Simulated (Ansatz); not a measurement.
Cost and result up the ladder for NbS(OH)3 (NbSO3H3) (8 atoms). The state is a singlet with charge 0. Geometry: PBE0-D4/def2-SVP.

Cartesian coordinates in Å:
```
Nb -0.0348 -0.0322 0.0140
S -1.5649 -1.4151 0.6281
O -0.8148 1.6185 -0.4337
H -1.7154 1.9549 -0.4431
O 0.8731 -0.7135 -1.4841
H 0.7976 -1.5158 -2.0087
O 1.1903 0.2233 1.4164
H 1.2690 -0.1201 2.3111
```

Ansatz on 4 threads of AMD EPYC 9R45 on a shared host. Times are rough, and most runs start from the orbitals of an earlier one. ωB97X-V/def2-TZVP serves as the yardstick here, not as an exact answer. Differences are given only for rows in sets of like size (and for xTB, whose basis is part of the method), since another set adds its own error. Binding counts from free atoms at the same level (Nb sextet, S triplet, O triplet, H doublet; other spins of the atoms weren't run), without zero-point energy or a counterpoise term.

In the def2 sets Nb takes a core potential; there is no spin–orbit coupling. LC-ωPBE has ω = 0.4 bohr⁻¹. B3LYP takes the VWN-RPA correlation. Correlated methods freeze 8 core orbitals; core or outer-core shells of Nb are correlated, in sets that lack core-valence functions.

Correlated methods converge slowly with the basis.

```tsv
level	functions	wall time	binding energy per atom (eV)	difference from ωB97X-V/def2-TZVP (eV)
PBE-D4/def2-SVP	106	0.55 s	4.56	–
LDA (SPW92)/def2-TZVP	188	0.6 s	5.17	0.80
PBE0-D4/def2-SVP	106	0.65 s	4.30	–
PBE-D4/def2-TZVP	188	0.85 s	4.51	0.14
PBE0-D4/def2-TZVP	188	1.1 s	4.27	-0.10
LC-ωPBE/def2-TZVP	188	1.1 s	4.24	-0.13
B3LYP-D4/def2-TZVP	188	1.2 s	4.35	-0.03
PBE-D4/def2-TZVPD	233	1.3 s	4.52	0.15
PBE0-D4/def2-TZVPD	233	1.7 s	4.27	-0.10
r2SCAN-D4/def2-TZVP (with forces)	188	1.9 s	4.37	0.00
r2SCANh-D4/def2-TZVP	188	1.9 s	4.28	-0.09
r2SCAN-D4/def2-TZVPD	233	2.2 s	4.37	0.00
ωB97X-V/def2-TZVP	188	3.2 s	4.37	0.00
CCSD(T)/def2-TZVP	188	38 s	4.25	-0.13
```
